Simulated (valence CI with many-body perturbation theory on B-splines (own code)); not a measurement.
# Ca XVI: calculated level list

Level of theory: configuration interaction combined with many-body perturbation theory (CI+MBPT): three valence electrons over a frozen Dirac-Fock core [He], radial functions for each j: 11 s, 11 p, 9 d, 7 f, 5 g, 2 h, 1 i, with the one-electron correlation potential Σ1 (screened to all orders), the two-electron term Σ2, the three-electron term Σ3, Breit, model QED; selected single and double excitations, second order for the rest (own B-spline code, finite nucleus).

No measured spectrum was set against this ion. As an estimate, levels of excited configurations hold to 0.05 to 0.15 % of their energy, terms of the ground configuration to about 0.5 %.

Levels 1 to 45 of 81, with energies above the lowest level, 2s2.2p 2P°_1/2. "Leading %" is the weight of the configuration and term that name the level; weights of strongly mixed levels are sums over their largest components and can fall short. Lifetimes count E1, E2, E3, M1 and M2 decay at the calculated energies, and are blank where another channel may lead or the interval is too uncertain; long ones can be off by a factor of two.

| No. | Configuration | Term | J | E (eV) | Leading % | Lifetime | g |
| --- | --- | --- | --- | --- | --- | --- | --- |
| 1 | 2s2.2p | 2P° | 1/2 | 0.00 | 97 |  | 0.663 |
| 2 | 2s2.2p | 2P° | 3/2 | 4.54 | 97 | 2.26 ms | 1.332 |
| 3 | 2s.2p2 | 4P | 1/2 | 33.19 | 99 | 91.9 ns | 2.661 |
| 4 | 2s.2p2 | 4P | 3/2 | 34.99 | 100 | 717 ns | 1.731 |
| 5 | 2s.2p2 | 4P | 5/2 | 37.26 | 99 | 159 ns | 1.595 |
| 6 | 2s.2p2 | 2D | 3/2 | 59.45 | 99 | 212 ps | 0.804 |
| 7 | 2s.2p2 | 2D | 5/2 | 59.77 | 99 | 275 ps | 1.202 |
| 8 | 2s.2p2 | 2S | 1/2 | 73.46 | 66 | 50.0 ps | 1.556 |
| 9 | 2s.2p2 | 2P | 1/2 | 78.63 | 66 | 39.9 ps | 1.114 |
| 10 | 2s.2p2 | 2P | 3/2 | 80.10 | 99 | 33.2 ps | 1.327 |
| 11 | 2p3 | 4S° | 3/2 | 103.49 | 99 | 36.5 ps | 1.990 |
| 12 | 2p3 | 2D° | 3/2 | 116.56 | 95 | 92.6 ps | 0.827 |
| 13 | 2p3 | 2D° | 5/2 | 117.16 | 100 | 92.0 ps | 1.198 |
| 14 | 2p3 | 2P° | 1/2 | 130.55 | 97 | 40.8 ps | 0.663 |
| 15 | 2p3 | 2P° | 3/2 | 131.73 | 91 | 41.8 ps | 1.312 |
| 16 | 2s2.3s | 2S | 1/2 | 545.74 | 94 | 1.18 ps | 2.001 |
| 17 | 2s2.3p | 2P° | 1/2 | 561.76 | 91 | 13.4 ps | 0.665 |
| 18 | 2s2.3p | 2P° | 3/2 | 563.02 | 91 | 13.2 ps | 1.333 |
| 19 | 2s2.3d | 2D | 3/2 | 577.87 | 94 | 176 fs | 0.799 |
| 20 | 2s2.3d | 2D | 5/2 | 578.24 | 94 | 179 fs | 1.200 |
| 21 | 2s.2p.3s | 4P° | 1/2 | 578.36 | 98 | 1.02 ps | 2.652 |
| 22 | 2s.2p.3s | 4P° | 3/2 | 579.72 | 96 | 1.00 ps | 1.724 |
| 23 | 2s.2p.3s | 4P° | 5/2 | 582.64 | 98 | 970 fs | 1.599 |
| 24 | 2s.2p.3s | 2P° | 1/2 | 586.54 | 95 | 1.36 ps | 0.676 |
| 25 | 2s.2p.3s | 2P° | 3/2 | 589.68 | 93 | 1.19 ps | 1.339 |
| 26 | 2s.2p.3p | 4D | 1/2 | 592.60 | 72 | 1.63 ps | 0.189 |
| 27 | 2s.2p.3p | 4D | 3/2 | 593.79 | 76 | 2.13 ps | 1.234 |
| 28 | 2s.2p.3p | 2P | 1/2 | 595.50 | 67 | 564 fs | 0.514 |
| 29 | 2s.2p.3p | 2P | 3/2 | 595.77 | 57 | 707 fs | 1.387 |
| 30 | 2s.2p.3p | 4D | 5/2 | 595.88 | 97 | 265 ps | 1.374 |
| 31 | 2s.2p.3p | 4D | 7/2 | 598.49 | 99 | 730 ps | 1.428 |
| 32 | 2s.2p.3p | 4S | 3/2 | 599.12 | 67 | 2.29 ps | 1.823 |
| 33 | 2s.2p.3p | 4P | 1/2 | 599.84 | 96 | 18.2 ps | 2.638 |
| 34 | 2s.2p.3p | 4P | 3/2 | 601.71 | 71 | 3.01 ps | 1.657 |
| 35 | 2s.2p.3p | 2D | 3/2 | 602.49 | 80 | 428 fs | 0.958 |
| 36 | 2s.2p.3p | 4P | 5/2 | 602.57 | 87 | 3.80 ps | 1.555 |
| 37 | 2s.2p.3p | 2D | 5/2 | 605.26 | 88 | 409 fs | 1.238 |
| 38 | 2s.2p.3d | 4F° | 3/2 | 606.72 | 95 | 3.87 ps | 0.426 |
| 39 | 2s.2p.3d | 4F° | 5/2 | 607.55 | 93 | 2.07 ps | 1.046 |
| 40 | 2s.2p.3d | 4F° | 7/2 | 608.85 | 92 | 1.47 ps | 1.250 |
| 41 | 2s.2p.3p | 2S | 1/2 | 609.00 | 95 | 352 fs | 1.980 |
| 42 | 2s.2p.3d | 4F° | 9/2 | 611.05 | 100 | 3.36 ns | 1.333 |
| 43 | 2s.2p.3d | 4P° | 5/2 | 611.38 | 38 | 178 fs | 1.412 |
| 44 | 2s.2p.3s | 2P° | 1/2 | 611.50 | 84 | 450 fs | 0.606 |
| 45 | 2s.2p.3s | 2P° | 3/2 | 611.59 | 54 | 275 fs | 1.275 |

Names give the largest LS component (configuration and term), which can be under half, so a name can repeat, a term be missing and a line seem to break the LS rules; names also repeat where a configuration has a term twice.

The ionisation energy to 2s2 1S_0 of the next ion comes out as 973.74 eV (NIST: 973.7 ± 0.3 eV (semi-empirical)). All 81 levels together are meant to be complete up to 653.57 eV.
